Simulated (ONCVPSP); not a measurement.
An all-electron radial function and its pseudo partner (lanthanum)

Columns: radius, all-electron u(r) and pseudo u(r) of the 5d shell (level -3.09 eV) of lanthanum in the configuration [Kr] 4d10 5s2 5p6 5d1 6s2; PBE, scalar-relativistic, ONCV scheme, ONCVPSP 4.0.1.

```tsv
r (bohr)	all-electron	pseudo
0.175	0.1745	0.0016
0.350	-0.0788	0.0124
0.525	-0.2669	0.0396
0.700	-0.2319	0.0869
0.875	-0.0778	0.1536
1.050	0.1036	0.2354
1.225	0.2680	0.3249
1.400	0.3997	0.4133
1.575	0.4961	0.4922
1.750	0.5606	0.5551
1.925	0.5984	0.5986
2.100	0.6157	0.6222
2.275	0.6178	0.6279
2.450	0.6089	0.6193
2.625	0.5927	0.6007
2.800	0.5716	0.5763
2.975	0.5477	0.5496
3.150	0.5221	0.5226
3.325	0.4960	0.4960
3.500	0.4697	0.4697
3.675	0.4437	0.4437
3.850	0.4183	0.4183
4.025	0.3934	0.3934
4.200	0.3693	0.3693
4.375	0.3461	0.3461
4.550	0.3237	0.3237
```

**Question.** How many radial nodes do the two functions have?

**Answer.** The all-electron 5d function has n − l − 1 = 2; the pseudo-wave has 0, since the states of the same l below it are removed with the core.

**Question.** At about which radius was the pseudo-wave matched?

**Answer.** 3.50 bohr. The columns agree to 0.0005 from 3.15 bohr on; several derivatives are matched, so the curves merge somewhat inside the radius.

**Question.** Is the pseudo-wave norm-conserving?

**Answer.** Yes: the ONCV scheme keeps the norm inside the radius equal to the all-electron one, which fixes the energy derivative of the logarithmic derivative at the level.
